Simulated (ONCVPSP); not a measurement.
# Pseudopotential generation for Fe: ONCV, PBE, fully relativistic.

Input for ONCVPSP 4.0.1:

```
# ATOM AND REFERENCE CONFIGURATION
# atsym  z   nc   nv     iexc    psfile
  Fe 26.00    5    1        4      upf
#
#   n    l    f
    1    0    2.00
    2    0    2.00
    2    1    6.00
    3    0    2.00
    3    1    6.00
    3    2    6.00
#
# PSEUDOPOTENTIAL AND OPTIMIZATION
# lmax
    2
#
#   l,   rc,      ep,       ncon, nbas, qcut
    0    1.75    0.37    3    8    4.30
    1    1.90    0.05    3    7    5.20
    2    1.75    0.00    4    9   10.40
#
# LOCAL POTENTIAL
# lloc, lpopt,  rc(5),   dvloc0
    2    5    1.75    0.00
#
# VANDERBILT-KLEINMAN-BYLANDER PROJECTORs
# l, nproj, debl
    0    2    3.00
    1    1    1.00
    2    0    3.00
#
# MODEL CORE CHARGE
# icmod, fcfact, rcfact
    3    4.50    1.45
#
# LOG DERIVATIVE ANALYSIS
# epsh1, epsh2, depsh
   -2.00    5.00    0.02
#
# OUTPUT GRID
# rlmax, drl
    6.00    0.01
#
# TEST CONFIGURATIONS
# ncnf
    4
# nvcnf
#   n    l    f
    2
    3    2    6.00
    4    0    2.00
#
    2
    3    2    6.00
    4    0    1.00
#
    1
    3    2    5.00
#
    2
    3    2    6.00
    4    1    2.00
#
```

Command:

```bash
oncvpspr.x < Fe.dat > Fe.out
```

The program printed (shortened: citation, most of the input echo, consistency checks and plot data are left out):

```
ONCVPSP  (Optimized Norm-Conservinng Vanderbilt PSeudopotential)
relativistic version 4.0.1

#   n    l    f        energy (Ha)
    1    0    2.00    -2.5783639D+02
    2    0    2.00    -3.0784443D+01
    2    1    6.00    -2.6177935D+01    -2.6636742D+01
    3    0    2.00    -4.1324284D+00
    3    1    6.00    -2.8661571D+00    -2.9226527D+00
    3    2    6.00    -9.4274135D-01    -9.4853566D-01

Reference configufation results
  iterations    23
  all-electron total energy (Ha)   -1.27155928D+03

Begin loop to  construct optimized pseudo wave functions
and semi-local pseudopoentials for all angular momenta

WARNING wellstate: moderately localized bound state found for n= 4 l=  0
WARNING scattering state with energy  0.05000000
WARNING will be used for the first projector

   Wellstate for l =  0  n =  5 kap= -1
     eigenvalue =   0.0500
     asymptotic potential =   0.5500
     half-point radius =  4.0930

   Wellstate for l =  0  n =  7 kap= -1
     eigenvalue =   3.0500
     asymptotic potential =   3.5500
     half-point radius =  3.8596

Calculating optimized projector #   1

 for l=   0

    Fraction of norm inside rc  0.102734
    Optimizing pswf for qcut=   4.30 a_B^-1,  ecut=   9.26 Ha
    Residual kinetic energy error=  3.51D-05 Ha
 ERROR pspot:  first pseudo wave function has node,          program will stop
 ERROR pspot: try changing psp parameters for this l
```

The run stopped because the optimised pseudo-wave of the first projector has a node, so the radial equation cannot be inverted for a potential.

The run took about 0.25 s on one core of a shared server CPU.
